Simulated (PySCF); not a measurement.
H$_{2}$Si (SMILES [SiH2]), triplet, geometry from GFN2-xTB; PySCF with MP2/pcseg-1.

Input for PySCF:
```python
from pyscf import gto, scf, mp

mol = gto.M(
    atom='''
Si   -0.001662    0.085384    0.004957
H    -1.257618   -0.625119    0.012335
H     1.280882   -0.570254   -0.081733
''',
    basis='pcseg-1',
    charge=0,
    spin=2,
    verbose=4,
)

mf = scf.UHF(mol)
mf.kernel()

pt = mp.MP2(mf)
pt.kernel()
print('E(MP2) = %.10f' % pt.e_tot)
mf.analyze()
```

It wrote (shortened):

```
PySCF version 2.14.0

[INPUT] verbose = 4
[INPUT] num. atoms = 3
[INPUT] num. electrons = 16
[INPUT] charge = 0
[INPUT] spin (= nelec alpha-beta = 2S) = 2
[INPUT] symmetry False subgroup None
[INPUT] Mole.unit = angstrom
[INPUT] Symbol           X                Y                Z      unit          X                Y                Z       unit  Magmom
[INPUT]  1 Si    -0.001662000000   0.085384000000   0.004957000000 AA   -0.003140724819   0.161352375420   0.009367372399 Bohr   0.0
[INPUT]  2 H     -1.257618000000  -0.625119000000   0.012335000000 AA   -2.376553589323  -1.181303705262   0.023309771747 Bohr   0.0
[INPUT]  3 H      1.280882000000  -0.570254000000  -0.081733000000 AA    2.420516177885  -1.077623881438  -0.154452985339 Bohr   0.0

nuclear repulsion = 10.4763206419458
number of shells = 7
number of NR pGTOs = 58
number of NR cGTOs = 28
basis = pcseg-1
ecp = {}

******** <class 'pyscf.scf.uhf.UHF'> ********
method = UHF
initial guess = minao
damping factor = 0
level_shift factor = 0
DIIS = <class 'pyscf.scf.diis.CDIIS'>
diis_start_cycle = 1
diis_space = 8
diis_damp = 0
SCF conv_tol = 1e-09
SCF conv_tol_grad = None
SCF max_cycles = 50
direct_scf = True
direct_scf_tol = 1e-13
number electrons alpha = 9  beta = 7
Set gradient conv threshold to 3.16228e-05
init E= -289.712863711878

cycle= 1 E= -289.955902486899  delta_E= -0.243  |g|= 0.134  |ddm|= 1.25
cycle= 2 E= -289.981452455549  delta_E= -0.0255  |g|= 0.0456  |ddm|= 0.315
cycle= 3 E= -289.985247608659  delta_E= -0.0038  |g|= 0.0171  |ddm|= 0.125
cycle= 4 E= -289.985929117303  delta_E= -0.000682  |g|= 0.00625  |ddm|= 0.0571
cycle= 5 E= -289.986027763804  delta_E= -9.86e-05  |g|= 0.00238  |ddm|= 0.0224
cycle= 6 E= -289.986043477716  delta_E= -1.57e-05  |g|= 0.000677  |ddm|= 0.0117
cycle= 7 E= -289.986044811063  delta_E= -1.33e-06  |g|= 0.000207  |ddm|= 0.00406
cycle= 8 E= -289.986044936585  delta_E= -1.26e-07  |g|= 5.52e-05  |ddm|= 0.00142
cycle= 9 E= -289.986044943727  delta_E= -7.14e-09  |g|= 7.06e-06  |ddm|= 0.000335
cycle= 10 E= -289.986044943823  delta_E= -9.67e-11  |g|= 1.85e-06  |ddm|= 2.61e-05
Extra cycle  E= -289.98604494383  delta_E= -6.48e-12  |g|= 9.01e-07  |ddm|= 5.14e-06
converged SCF energy = -289.98604494383  <S^2> = 2.0058965  2S+1 = 3.0039284

******** <class 'pyscf.mp.ump2.UMP2'> ********
nocc = (np.int64(9), np.int64(7)), nmo = (28, 28)
E(UMP2) = -290.058021923523  E_corr = -0.0719769796927604
E(SCS-UMP2) = -290.0616547247  E_corr = -0.0756097808702658
E_corr(same-spin) = -0.0124183785704385
E_corr(oppo-spin) = -0.0595586011223219
E(MP2) = -290.0580219235
**** SCF Summaries ****
Total Energy =                        -289.986044943829768
Nuclear Repulsion Energy =              10.476320641945829
One-electron Energy =                 -422.641440562398998
Two-electron Energy =                  122.179074976623397
Two-electron Coulomb Energy =          143.225329944538174
DFT Exchange-Correlation Energy =      -21.046254967914777
**** MO energy ****
                             alpha | beta                alpha | beta
MO #1   energy= -68.7615248764823  | -68.7489784532897  occ= 1 | 1
MO #2   energy= -6.13516420327263  | -6.11787445941232  occ= 1 | 1
MO #3   energy= -4.2562133386389   | -4.23636785568893  occ= 1 | 1
MO #4   energy= -4.25288729648119  | -4.22840774040425  occ= 1 | 1
MO #5   energy= -4.2441058259704   | -4.22506669673025  occ= 1 | 1
MO #6   energy= -0.733136826595652 | -0.636016060537863 occ= 1 | 1
MO #7   energy= -0.521138199046698 | -0.499992784569302 occ= 1 | 1
MO #8   energy= -0.381656349925612 | 0.0286218539305381 occ= 1 | 0
MO #9   energy= -0.304761907108216 | 0.0634622517904795 occ= 1 | 0
MO #10  energy= 0.129198006460984  | 0.167151256789202  occ= 0 | 0
MO #11  energy= 0.135665253012779  | 0.170406156540797  occ= 0 | 0
MO #12  energy= 0.271660522974409  | 0.295852665109347  occ= 0 | 0
MO #13  energy= 0.283616012450151  | 0.330506391254576  occ= 0 | 0
MO #14  energy= 0.298823149353467  | 0.377724397916811  occ= 0 | 0
MO #15  energy= 0.303536931935011  | 0.383355679157522  occ= 0 | 0
MO #16  energy= 0.628590727933506  | 0.65698199428526   occ= 0 | 0
MO #17  energy= 0.659038247418107  | 0.703788306437389  occ= 0 | 0

To work with the spin densities directly, `use mulliken_meta_spin()` only printing them here.

 ** Mulliken spin pop alpha/beta on meta-lowdin orthogonal AOs **
 ** Mulliken Spin Density (per AO)  **
spin_pop of  0 Si 1s       -0.00000
spin_pop of  0 Si 2s        0.00006
spin_pop of  0 Si 3s        0.31584
spin_pop of  0 Si 4s        0.00490
spin_pop of  0 Si 2px       0.00000
spin_pop of  0 Si 2py       0.00000
spin_pop of  0 Si 2pz       0.00000
spin_pop of  0 Si 3px       0.01698
spin_pop of  0 Si 3py       0.65809
spin_pop of  0 Si 3pz       0.99273
spin_pop of  0 Si 4px       0.00013
spin_pop of  0 Si 4py      -0.00176
spin_pop of  0 Si 4pz       0.00396
spin_pop of  0 Si 3dxy     -0.00075
spin_pop of  0 Si 3dyz      0.00064
spin_pop of  0 Si 3dz^2    -0.00054
spin_pop of  0 Si 3dxz     -0.00000
spin_pop of  0 Si 3dx2-y2    0.00169
spin_pop of  1 H 1s        0.00408
spin_pop of  1 H 2s        0.00033
spin_pop of  1 H 2px      -0.00010
spin_pop of  1 H 2py      -0.00038
spin_pop of  1 H 2pz       0.00007
spin_pop of  2 H 1s        0.00408
spin_pop of  2 H 2s        0.00033
spin_pop of  2 H 2px      -0.00013
spin_pop of  2 H 2py      -0.00035
spin_pop of  2 H 2pz       0.00007
 ** Mulliken Spin Density (per atom)  **
spin density of  0 Si =      1.99198
spin density of  1 H =      0.00401
spin density of  2 H =      0.00401
 ** Mulliken pop alpha/beta on meta-lowdin orthogonal AOs **
 ** Mulliken pop       alpha | beta **
pop of  0 Si 1s        1.00000 | 1.00000
pop of  0 Si 2s        0.99997 | 0.99990
pop of  0 Si 3s        0.76728 | 0.45144
pop of  0 Si 4s        0.00788 | 0.00298
pop of  0 Si 2px       0.99999 | 0.99999
pop of  0 Si 2py       1.00000 | 0.99999
pop of  0 Si 2pz       1.00000 | 1.00000
pop of  0 Si 3px       0.42559 | 0.40861
pop of  0 Si 3py       0.70140 | 0.04331
pop of  0 Si 3pz       0.99344 | 0.00071
pop of  0 Si 4px       0.00914 | 0.00901
pop of  0 Si 4py       0.00074 | 0.00250
pop of  0 Si 4pz       0.00399 | 0.00002
pop of  0 Si 3dxy      0.00456 | 0.00532
pop of  0 Si 3dyz      0.00065 | 0.00001
pop of  0 Si 3dz^2     0.00186 | 0.00240
pop of  0 Si 3dxz      0.00004 | 0.00004
pop of  0 Si 3dx2-y2    0.00389 | 0.00220
pop of  1 H 1s        0.53632 | 0.53224
pop of  1 H 2s        0.00162 | 0.00129
pop of  1 H 2px       0.00149 | 0.00158
pop of  1 H 2py       0.00029 | 0.00066
pop of  1 H 2pz       0.00007 | 0.00000
pop of  2 H 1s        0.53632 | 0.53224
pop of  2 H 2s        0.00162 | 0.00129
pop of  2 H 2px       0.00153 | 0.00166
pop of  2 H 2py       0.00023 | 0.00058
pop of  2 H 2pz       0.00008 | 0.00001
In total             9.00000 | 7.00000
 ** Mulliken atomic charges   ( Nelec_alpha | Nelec_beta ) **
charge of  0Si =      0.15113  (     7.92043      5.92844 )
charge of  1H =     -0.07557  (     0.53979      0.53578 )
charge of  2H =     -0.07557  (     0.53979      0.53578 )
Dipole moment(X, Y, Z, Debye): -0.00295,  0.15177,  0.00881
```
